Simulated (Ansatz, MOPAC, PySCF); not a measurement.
Acid–base and redox partners of C=N. All species are isolated molecules in the gas phase. Strings in code marks are SMILES.

Quantity: electronic energy of isomers of CH2N (charge -1) relative to `C=[N-]`, in kcal/mol. Semi-empirical values (MOPAC) are differences of heats of formation. Levels without diffuse functions put anions too high.

Level 1: frozen-core MP2/aug-cc-pVTZ // B3LYP-D3(BJ)/def2-TZVPD (Ansatz, a quantum-chemistry and plane-wave program)
Level 2: PBE/6-31G* // B3LYP-D3(BJ)/def2-TZVPD (PySCF)
Level 3: SVWN5/6-31G* // B3LYP-D3(BJ)/def2-TZVPD (PySCF)
Level 4: PM7 // B3LYP-D3(BJ)/def2-TZVPD (MOPAC)

```
species                                      level 1  level 2  level 3  level 4
-------------------------------------------  -------  -------  -------  -------
`[H]/[C-]=N\[H]` (not the most acidic site)     14.2     20.8     21.9     12.4
```
